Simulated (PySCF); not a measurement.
Si(Br)(OH)2(NH2) (BrH₄NO₂Si), SMILES [Si](N)(O)(O)Br. Atoms are numbered in the order given.

```xyz
9

N      1.9859    -0.1187    -0.9370
Si     0.4032     0.4096    -0.6033
O      0.4273     1.9625    -0.0469
O     -0.4351     0.1743    -2.0034
Br    -0.6818    -0.6758     1.0188
H      2.7100    -0.0307    -0.2339
H      2.1195    -0.9418    -1.5133
H      0.9357     2.5643    -0.6017
H     -1.3853     0.0631    -1.9032
```
Charge 0, spin multiplicity 1.

The structure is a stationary point at PBE0-D3(BJ)/def2-SVP. The structure was generated by enumeration, and PubChem lists no compound with its InChIKey, so it may never have been made. One conformer was computed; it need not be the lowest.

Calculation: TDA-PBE/def2-SVPD in PySCF.

Vertical excitations. Gas-phase values at a fixed geometry.

Computed UV-visible absorptions:
```
state  energy (eV)  λ (nm)      f                                              main pairs
-----  -----------  ------  -----  ------------------------------------------------------
S1            5.66     219  0.028                                          HOMO→LUMO 99 %
S2            6.12     203  0.019                                        HOMO−1→LUMO 99 %
S3            6.56     189  0.046                                        HOMO−2→LUMO 95 %
S4            6.63     187  0.009                                        HOMO→LUMO+1 92 %
S5            6.92     179  0.018                      HOMO→LUMO+2 80 %, HOMO→LUMO+3 14 %
S6            7.00     177  0.033                                        HOMO−3→LUMO 95 %
S7            7.11     174  0.045  HOMO→LUMO+3 53 %, HOMO−1→LUMO+1 26 %, HOMO→LUMO+2 11 %
S8            7.19     172  0.022                    HOMO−1→LUMO+1 66 %, HOMO→LUMO+3 21 %
S9            7.35     169  0.001                  HOMO−1→LUMO+2 63 %, HOMO−1→LUMO+3 35 %
S10           7.45     166  0.023                  HOMO−1→LUMO+3 60 %, HOMO−1→LUMO+2 30 %
T1            5.49     226      0                                          HOMO→LUMO 99 %
T2            5.98     207      0                                        HOMO−1→LUMO 99 %
T3            6.37     195      0                                        HOMO−2→LUMO 96 %
T4            6.49     191      0                                        HOMO→LUMO+1 90 %
```
Triplets are in the Tamm–Dancoff approximation.
